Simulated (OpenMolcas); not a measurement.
## What dynamic correlation does to the levels of I⁺

```json
{"Program": "OpenMolcas", "Basis": "ANO-RCC-VDZP [6s5p3d1f]", "Scalar Hamiltonian": "DKH2, point nucleus", "Active space": "4 electrons in 3 orbitals (5p)", "State averaging": "2S+1 = 3 even, 3 roots; 2S+1 = 1 even, 6 roots", "Spin-orbit coupling": "RASSI with atomic mean-field integrals over the reference wave functions, term energies averaged over their components"}
```

Methods on the same reference wave functions:
A. CASSCF
B. SS-CASPT2, IPEA 0.25 Eh, imaginary shift 0.1 Eh (closed shells correlated: 4d 5s)

Energies in cm-1 above 5s2 5p4 3P2, the measured ground level; measured values from NIST Handbook of Basic Atomic Spectroscopic Data.

```
      Level      A      B  Measured
5s2 5p4 3P2    0.0    0.0       0.0
5s2 5p4 3P1   6596   6660      7087
5s2 5p4 3P0   6811   6540      6448
5s2 5p4 1D2  15633  14830     13727
5s2 5p4 1S0  33229  30500     29501
```

Deviations, from unrounded energies. A percentage is the sum of absolute deviations over the sum of measured energies, with the sign that they share, or ± where signs differ.

```tsv
Against measurement	Levels	A	B
mean absolute deviation (cm-1)	4	1600	650
fine structure of the ground term (%)	2	±6.3	±3.8
other terms of the ground configuration (%)	2	+13.0	+4.8
```

B lies closest to measurement on these levels. The largest miss of B in the table is 5s2 5p4 1D2, by +1100 cm-1. The ranking rests on the paired levels alone, and a cruder setting can come out closer through cancelling errors.

From A to B the spin-free energies of the other terms of 5s2 5p4 shown, above 3P, scale by factors of 0.88 to 0.91.

The lowest spin-free term lies below A's lowest term by 0.411 hartree in B.

Term energies are means over components that CASPT2 splits; among the terms shown or strongly mixed into the levels shown the widest spread is 110 cm-1 (5s2 5p4 1D, B). With the s shell closed, the reference lacks s² → p² mixing. Computed and measured levels are paired by configuration, term and J; levels that our copy of the source lacks, or whose pairing is in doubt (as where it misses far off the trend of its configuration), stay unpaired and out of the deviations. Levels of configurations outside the active space are missing.
